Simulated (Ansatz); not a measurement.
Reaction (formal hydrolysis of the Sc–O bond): `[OH][Sc]([F])[O][SiH3]` + H₂O → `[OH][Sc]([OH])[F]` + silanol

Isolated molecules relaxed with PBE0-D4/def2-TZVP in Ansatz; ΔE leaves out vibrations. CBS: MP2 limit from def2 TZ/QZ plus the TZ coupled-cluster correction, frozen cores. This one scheme is used for every species. DFT in def2-TZVPP. HSE06 is defined as in plane-wave codes. For Sc outer-core shells are correlated without core-valence functions, which leaves a few kJ/mol of doubt a bond. Scalar relativity is left out up to krypton. One conformer a species, not always the lowest.

`[OH][Sc]([F])[O][SiH3]`:

Cartesian coordinates in Å:
```
O -0.639 1.569 2.295
Sc -1.242 0.599 0.832
F -3.055 0.436 0.502
O -0.026 -0.240 -0.349
Si 1.058 -0.940 -1.342
H -0.319 2.065 3.042
H 2.124 -1.620 -0.555
H 0.400 -1.953 -2.212
H 1.699 0.085 -2.213
```

H₂O:

Z-matrix (Å, degrees):
```
O
H 1 0.960
H 1 0.960 2 105.1
```

`[OH][Sc]([OH])[F]`:

Cartesian coordinates in Å:
```
O 1.024 0.604 1.197
Sc -0.412 0.186 0.089
O -0.245 -0.958 -1.370
F -2.070 0.937 0.451
H 1.792 0.783 1.730
H -0.088 -1.551 -2.098
```

`O[SiH3]`:

Cartesian coordinates in Å:
```
O -0.734 -0.175 1.036
Si 0.321 0.126 -0.194
H -1.550 -0.628 0.824
H 0.782 -1.132 -0.843
H 1.472 0.825 0.421
H -0.291 0.985 -1.245
```

| level | ΔE (kcal/mol) |
| --- | --- |
| r2SCANh-D4 | 6.1 |
| ωB97X-V | 5.7 |
| r2SCAN | 5.8 |
| r2SCAN0 | 6.1 |
| HSE06 | 5.7 |
| BHLYP | 5.8 |
| SCS-MP2/def2-QZVPP | 7.1 |
| HF/CBS(def2) | 7.3 |

(1) What does CCSD(T)/CBS give? (Estimate.)

Largest T1 diagnostic among the species: 0.016.

Answers

(1) The calculation gave: +7.5 kcal/mol. The listed levels differ from it by -1.4, -1.8, -1.7, -1.4, -1.8, -1.7, -0.4, -0.2 kcal/mol.

Leaving LDA and LC-ωPBE aside and taking each functional with its dispersion term where it has one, the values, not all of them listed here, spread over 1.3 kcal/mol, from ωB97M-V to BHLYP-D4. At CCSD(T), def2-SVP lies +1.2 kcal/mol from the extrapolated value and def2-TZVPP −0.5 kcal/mol.

CCSD(T)/CBS has its own doubt, a few kJ/mol and more with outer-core shells, so smaller differences from it don't rank the levels.
